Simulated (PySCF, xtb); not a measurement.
TiF2I2, SMILES [F][Ti]([F])([I])[I], multiplicity 1.

Harmonic wavenumbers (cm⁻¹) from GFN2-xTB (xtb) at its own minimum, in rising order: 61, 128, 130, 144, 145, 270, 346, 592, 676.

Problem. What does PySCF with PBE-D3(BJ)/def2-SVP give at its own minimum? (Estimate from the structure and the level; the computed values follow.)

Solution. 62, 127, 132, 140, 170, 266, 345, 763, 807. Paired by order, the mean absolute difference is 38 cm⁻¹ and the zero-point energies are 3.6 and 4.0 kcal/mol.
